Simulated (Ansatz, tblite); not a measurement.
Cost and result up the ladder for ZrSe2 (the lowest singlet isomer of a short search) (3 atoms). The state is a singlet with charge 0. Geometry: PBE-D4/def2-TZVP.

```xyz
3

Zr   -0.832    0.298    0.248
Se    1.197    0.826    1.327
Se   -0.365   -1.124   -1.574
```

Ansatz on 4 threads of Intel Xeon Platinum 8259CL on a shared host; xTB runs through tblite on one thread. Times are rough, summed over both states, and most runs start from the orbitals of an earlier one. PBE0-D4/def2-TZVP serves as the yardstick here, not as an exact answer. The other state is a doublet.

In the def2 sets Zr takes a core potential; there is no spin–orbit coupling. The xTB rows come from tblite. The structure comes from a short search, and lower isomers may exist.

Raw xTB energies of ions are shifted by several eV.

```csv
level,functions,wall time,vertical IE (eV),difference from PBE0-D4/def2-TZVP (eV)
GFN1-xTB,27,0.008 s,12.44,4.54
GFN2-xTB,27,0.013 s,12.81,4.91
PBE-D4/def2-TZVP (with forces),136,3.8 s,7.81,-0.10
PBE0-D4/def2-TZVP,136,6.1 s,7.91,0.00
r2SCAN-D4/def2-TZVP,136,7.3 s,7.88,-0.02
```
